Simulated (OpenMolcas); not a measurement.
Ag5+ (d6) among equal point charges was computed by CASSCF with the d shell active (OpenMolcas, ANO-RCC-VDZP on the metal). Its lowest spin-free states, and all those of the highest spin:

| 2S+1 | Degeneracy | E (cm-1) |
| --- | --- | --- |
| 5 | 1 | 0.0 |
| 5 | 2 | 1596 |
| 5 | 2 | 4781 |
| 3 | 1 | 22939 |
| 3 | 2 | 23015 |
| 3 | 2 | 23714 |
| 3 | 1 | 24129 |
| 3 | 2 | 24954 |
| 3 | 2 | 25822 |
| 3 | 1 | 25827 |
| 3 | 2 | 27305 |
| 3 | 1 | 27693 |

Question: Is the site octahedral, tetrahedral or cube-like, axial, or of lower symmetry?

Answer: The states with 2S+1 = 5 have orbital degeneracies 1, 2, 2. There are pairs but no triples, so the site is axial: not cubic, but with a proper or improper axis of order three or more. The run had Ag5+ among 6 point charges of -1.7 e arranged as a trigonal antiprism (D3d), 2.19 Å from the ion, with a polar angle of 59.7° against the regular 54.74°.

Spin-orbit coupling mixes the spin-free states strongly: the lowest level takes only 67 % from its leading state, 5A1. Without dynamic correlation the repulsion within the d shell is too large (B by tens of per cent), so at a given field states of lower spin stand too high. Point charges give a weaker field than real ligands, and real ions of this kind are as a rule low spin; the high spin found here belongs to the model. The ground term spreads over less than 5000 cm-1, several times less than with real ligands, so orbital moments are less quenched and χT lies further from the spin-only value than at real sites. Point charges carry no covalency, so the field is a model and not that of real ligands. No measured value stands beside these numbers.
